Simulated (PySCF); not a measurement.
C6H10Se.
Atom-mapped SMILES: `[CH2:1]=[C:2]([Se:3][CH3:4])[CH:5]1[CH2:6][CH2:7]1` (hydrogens: H8, H9 on C1; H10, H11, H12 on C4; H13 on C5; H14, H15 on C6; H16, H17 on C7)

Computed by this run: PySCF 2.14.0, PBE0-D3(BJ)/def2-SVP geometry optimisation, gas phase; density fitting, grid level 1; the optimiser is geomeTRIC in internal coordinates, started from a GFN2-xTB structure with every atom displaced at random (about 0.01 Å).

The end geometry, which sets the zero of energy:
```
atom  x, y, z in Å
C1      0.2763    1.8031   -0.0191
C2     -0.0062    0.5016    0.1341
Se3     1.3336   -0.8546    0.2753
C4      2.9089    0.2138   -0.0535
C5     -1.4070    0.0133    0.2016
C6     -1.8146   -1.1829    1.0247
C7     -1.8540   -1.2639   -0.4659
H8     -0.5400    2.5263   -0.1012
H9      1.2914    2.1976   -0.0681
H10     2.8343    0.7181   -1.0265
H11     3.7550   -0.4862   -0.0682
H12     3.0609    0.9488    0.7484
H13    -2.1275    0.8368    0.1761
H14    -2.7562   -1.1152    1.5756
H15    -1.0273   -1.7285    1.5531
H16    -1.0888   -1.8601   -0.9708
H17    -2.8245   -1.2525   -0.9687
```

Task: These geometries come from the run, each turned onto the end geometry. Order them by energy, lowest first.
A.
```
atom  x, y, z in Å
C1      0.2564    1.8159   -0.0147
C2     -0.0104    0.5111    0.1335
Se3     1.3279   -0.8498    0.2798
C4      2.9193    0.1979   -0.0532
C5     -1.4084    0.0177    0.1971
C6     -1.8076   -1.1797    1.0233
C7     -1.8485   -1.2635   -0.4674
H8     -0.5697    2.5301   -0.0990
H9      1.2661    2.2225   -0.0601
H10     2.8441    0.6988   -1.0258
H11     3.7573   -0.5077   -0.0705
H12     3.0871    0.9342    0.7466
H13    -2.1323    0.8385    0.1703
H14    -2.7486   -1.1160    1.5758
H15    -1.0168   -1.7203    1.5517
H16    -1.0814   -1.8554   -0.9710
H17    -2.8199   -1.2589   -0.9693
```
B.
```
atom  x, y, z in Å
C1      0.2681    1.7772   -0.0305
C2     -0.0518    0.5096    0.0922
Se3     1.2961   -0.8495    0.1551
C4      2.9678    0.2097   -0.0548
C5     -1.4401    0.0221    0.1821
C6     -1.7940   -1.1633    1.0306
C7     -1.8475   -1.2661   -0.4540
H8     -0.5199    2.5479   -0.0750
H9      1.2514    2.1838   -0.0869
H10     2.9074    0.7310   -0.9909
H11     3.7544   -0.4995   -0.0289
H12     3.0362    0.9038    0.7873
H13    -2.1874    0.8477    0.1642
H14    -2.7259   -1.1327    1.6046
H15    -0.9861   -1.6918    1.5362
H16    -1.0928   -1.8264   -0.9493
H17    -2.8215   -1.2883   -0.9351
```
C.
```
atom  x, y, z in Å
C1      0.2752    1.8164    0.0417
C2     -0.0011    0.5105    0.1765
Se3     1.3311   -0.8484    0.3443
C4      2.8824    0.2013   -0.1019
C5     -1.4041    0.0197    0.1972
C6     -1.8296   -1.1701    1.0210
C7     -1.8136   -1.2709   -0.4669
H8     -0.5453    2.5277   -0.0630
H9      1.2870    2.2267    0.0298
H10     2.7970    0.6569   -1.1027
H11     3.7250   -0.5174   -0.0857
H12     3.0594    0.9713    0.6562
H13    -2.1260    0.8386    0.1304
H14    -2.7925   -1.1091    1.5339
H15    -1.0519   -1.6954    1.5831
H16    -1.0166   -1.8610   -0.9383
H17    -2.7620   -1.2813   -1.0084
```

Result: A (0.003 eV), C (0.012 eV), B (0.172 eV).

In the order of the answer:

```
step  E above end (eV)  largest force (eV/Å)  rms force component (eV/Å)  rms distance from end (Å)  rms bond change (Å)  bond most changed (Å)
   3             0.003                  0.17                       0.037                      0.018                0.001          C2–Se3 +0.003
   1             0.012                  0.46                       0.102                      0.064                0.003          C4–H11 +0.009
   0             0.172                  2.31                       0.622                      0.058                0.023          Se3–C4 +0.059
```

The cost below is that of the whole optimisation. Hardware: one thread of an Arm Neoverse V2, shared host with 96 logical CPUs at a one-minute load of 42. Cost: 70 s of wall time, 0.68 GiB resident at most.
